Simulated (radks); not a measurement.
The numbers below are computed, except where a source is named.
Q: The mean radii <r> (bohr) of the occupied orbitals of an atom or ion are listed with their occupations. Code: a radial shooting solver on a logarithmic mesh with Libxc functionals. Model: non-relativistic Kohn-Sham, TPSS, spin-polarised, spherical densities, point nucleus; meta-GGA in the generalised Kohn-Sham scheme.

orbital  occ.      <r>
1s          2  0.02446
2s          2   0.1041
2p          6  0.08835
3s          2   0.2649
3p          6   0.2542
3d         10   0.2249

Name the element and its charge. Open shells, if any, are filled with parallel spins first.

A: Z = 62, samarium, charge +34: Sm34+ in [Ar] 3d10. The 1s radius gives Z: for a bare nucleus <r> = 1.5/Z, 0.02419 bohr for Z = 62, and screening makes it slightly larger (0.02446 here). The occupations add up to 28, and the charge is Z minus that.
